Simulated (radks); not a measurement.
The numbers below are computed, except where a source is named.
Question: Mn5+, configuration [Ar] 3d2. Level of theory: scalar-relativistic Kohn-Sham, SCAN, spin-polarised, spherical densities, finite nucleus; open shells are filled with parallel spins first; meta-GGA in the generalised Kohn-Sham scheme; Fermi nuclear charge, rms radius 3.7057 fm (a radial shooting solver on a logarithmic mesh with Libxc functionals). Some entries of the table are withheld. Estimate them.

| orbital | occ. | eigenvalue (hartree) | <1/r> (bohr^-1) |
|---|---|---|---|
| 1s down | 1 | -240.2462 | 24.92 |
| 1s up | 1 | -240.2460 | 24.92 |
| 2s up | 1 | -30.87588 | 5.321 |
| 2s down | 1 | -30.80981 | 5.330 |
| 2p up | 3 | -26.57987 | 5.202 |
| 2p down | 3 | -26.53080 | 5.210 |
| 3s up | 1 | (1) | 1.724 |
| 3s down | 1 | (2) | 1.714 |
| 3p up | 3 | -5.00831 | 1.609 |
| 3p down | 3 | -4.87157 | 1.598 |
| 3d up | 2 | -3.07398 | 1.379 |

Answer: 
(1) 3s up eigenvalue (hartree): -6.24631
(2) 3s down eigenvalue (hartree): -6.10667
